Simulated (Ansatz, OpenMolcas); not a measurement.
# CHBrF2 (bromodifluoromethane): from total energies to a heat of formation

CHBrF2 has 5 atoms, charge 0, and is taken as a singlet. As SMILES, `FC(F)Br`. Geometry: relaxed at PBE0-D4/def2-TZVP.

Total energies at HF/aug-cc-pVDZ (OpenMolcas 26.06); the atoms run unrestricted:

| species | state | energy (Eh) |
| --- | --- | --- |
| CHBrF2 | singlet | -2809.732447 |
| F | doublet | -99.381092 |
| C | triplet | -37.687763 |
| Br | doublet | -2572.370780 |
| H | doublet | -0.499334 |

Harmonic wavenumbers at PBE0-D4/def2-TZVP, in cm⁻¹: 316, 324, 590, 720, 1136, 1168, 1298, 1370, 3141.

Measured heats of formation of the gaseous atoms at 298.15 K, in kJ/mol: F 79.4, C 716.9, Br 111.9, H 218.0. Spin-orbit lowering of the atoms at 298 K (mean of the ground term's levels less their thermal mean, from spectra), in kJ/mol: F 1.29, C 0.02, Br 14.69. Take 1 Eh = 2625.50 kJ/mol, 1 cm⁻¹ = 0.0119627 kJ/mol, RT = 2.479 kJ/mol.

What heat of formation follows?


1. Electronic atomisation energy: 2 × (-99.381092) + (-37.687763) + (-2572.370780) + (-0.499334) − (-2809.732447) = 0.412386 Eh = 1082.7 kJ/mol.
2. Zero-point energy: half the sum of the wavenumbers, 5031.5 cm⁻¹ = 60.2 kJ/mol.
3. Thermal vibrational enthalpy, Σ hcν̃/(exp(hcν̃/kT) − 1): 2.9 kJ/mol. Translation, rotation and pV of a non-linear molecule: 4 RT = 9.9 kJ/mol.
4. The 5 free atoms carry 5/2 RT each: 31.0 kJ/mol.
5. Spin-orbit coupling lowers the free atoms by 2 × 1.29 + 0.02 + 14.69 = 17.3 kJ/mol.
6. Atomisation enthalpy at 298 K: 1082.7 − 17.3 − 60.2 − 2.9 − 9.9 + 31.0 = 1023.4 kJ/mol.
7. Sum of the atoms' heats of formation: 1205.6 kJ/mol. Heat of formation: 1205.6 − 1023.4 = +182.2 kJ/mol.

The tabulated value is -424.2 kJ/mol (Active Thermochemical Tables), so this level is off by +606.4 kJ/mol, or 37.2 % of the atomisation enthalpy. Hartree–Fock leaves out correlation, which is larger in the molecule than in the atoms, so it underbinds and puts the heat of formation too high. Relativity is left out. Anharmonicity and any spin-orbit splitting of the molecule are left out.
